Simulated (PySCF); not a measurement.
# Levels of Cs(52+) from EOM-EA-GCCSD

Reference: closed-shell Cs(53+), 1s2; one electron is added. Calculated with PySCF 2.14, two-component X2C-1e with screened spin-orbit coupling, an even-tempered Gaussian basis (16 s from 14 bohr⁻², ratio 2.6; 12 p from 18 bohr⁻², ratio 2.6; 6 d from 19 bohr⁻², ratio 2.8; 3 f from 810 bohr⁻², ratio 2.8); frozen nothing; the 30 highest virtual spinors dropped; of the others 54 kept and the rest restored at second order. No Breit or QED terms. Binding energies in eV.

```csv
level,Koopmans,second order,EOM-CCSD
2s1/2,10217.5,10217.7,10217.7
2p1/2,10098.9,10099.3,10099.3
2p3/2,9684.6,9685.0,9685.0
```

Electric-dipole lines between these computed levels:

```csv
lower,upper,ΔE (eV),vacuum wavelength (nm)
2s1/2,2p1/2,118.40,10.47
2s1/2,2p3/2,532.68,2.328
```

For comparison, the ionisation energy of Cs(52+) is 10208.78 ± 0.05 eV (theoretical estimate listed by NIST; NIST Atomic Spectra Database, ionization energies).

Only part of the computed levels is shown.
